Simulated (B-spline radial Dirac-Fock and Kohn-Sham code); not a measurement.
## Subshell photoionisation cross sections of Ne⁵⁺ against photon energy

System: the Ne⁵⁺ ion, [He] 2s2 2p1.

Method: a relativistic central-field model (Hartree-Slater potential of the initial state, Latter tail, multipole expansion of the photon field, Dirac-Fock thresholds). Computed with a B-spline atomic structure program. Values are in kb; a dash marks an energy below the computed threshold. Values for outer subshells far above threshold carry numerical ripple of a few per cent.

```
hν (eV)        1s        2s     2p1/2     2p3/2
    400         –       130      12.5      24.8
    600         –      53.6      3.21      6.36
    800         –      27.2      1.21      2.39
 1253.6       144      9.15     0.274     0.542
   2000      41.1      2.83    0.0569     0.112
   2260      29.3      2.06    0.0363    0.0716
   7320     0.953    0.0756  0.000400  0.000779
 8047.8     0.714    0.0569  0.000280  0.000546
   8380     0.631    0.0504  0.000242  0.000471
22162.9    0.0303   0.00254  4.90e-06  9.36e-06
  81100  0.000451  3.87e-05  2.60e-08  4.69e-08
 118000  0.000132  1.14e-05  6.02e-09  1.06e-08
```

At 118000 eV the multipoles beyond E1 give 31.0 % of 1s, 31.0 % of 2s, 45.0 % of 2p1/2, 42.9 % of 2p3/2.
